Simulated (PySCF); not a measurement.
Species: C2H6BBr3S.
InChI=1S/C2H6BBr3S/c1-7(2)3(4,5)6/h1-2H3

The calculation used PySCF 2.14.0, density-fitted response routines, TDDFT CAM-B3LYP/def2-SVPD, vertical, gas phase, core orbitals frozen in the response. Isolated species at its PBE0-D3(BJ)/def2-SVP geometry, gas phase. Relativistic effects, spin–orbit coupling among them, are left out although an element past zinc is present. Torsions of this conformer, `[CH3:1][S+:2]([CH3:3])[B-:4]([Br:5])([Br:6])[Br:7]`: C1–S2–B4–Br5 -174°.

Problem. List the vertical singlet excitations with oscillator strengths and describe the spectrum.

Solution. 

```csv
state,E (eV),E (kJ/mol),λ (nm),f,|μ| (D),"main configurations (H = HOMO, L = LUMO)"
S1,6.65,641,186.6,0.0036,0.38,"H→L (38%), H→L+2 (24%), H→L+4 (9%)"
S2,6.80,656,182.3,0.020,0.88,"H→L+1 (77%), H→L+7 (8%)"
S3,6.94,669,178.7,0.015,0.75,"H-3→L+1 (32%), H-2→L+2 (11%), H-2→L (9%)"
S4,6.99,674,177.4,0.016,0.78,"H-1→L (26%), H-1→L+2 (16%), H-2→L+1 (10%)"
S5,7.00,675,177.2,0.018,0.82,"H-1→L+1 (19%), H→L+3 (18%), H-3→L+1 (10%)"
S6,7.15,690,173.3,0.0034,0.35,"H→L (16%), H→L+4 (15%), H→L+3 (12%)"
```

The lowest singlet lies at 6.65 eV (187 nm, vacuum ultraviolet) and is very weak; its leading configuration is HOMO→LUMO (38%). The most intense listed level is S2 at 6.80 eV (182 nm, f = 0.020), 0.15 eV above S1. S4/S5 lie within about 0.01 eV of each other. Löwdin shares by element: HOMO bromine 99%; LUMO sulfur 32%, bromine 12% or more, boron 10%, carbon 8% or more (atoms not listed hold the other 39%). Weighted by f, the mean energy of these states is 6.92 eV. Orbital energies (eV): HOMO-3 -9.41, HOMO-2 -9.20, HOMO-1 -9.16, HOMO -8.74, LUMO 0.41, LUMO+1 0.67, LUMO+2 1.03. The oscillator strengths of these states sum to 0.076; summed over the whole spectrum of an exact calculation they would give the number of electrons, 144 (Thomas–Reiche–Kuhn). The window holds the lowest 6 singlets.
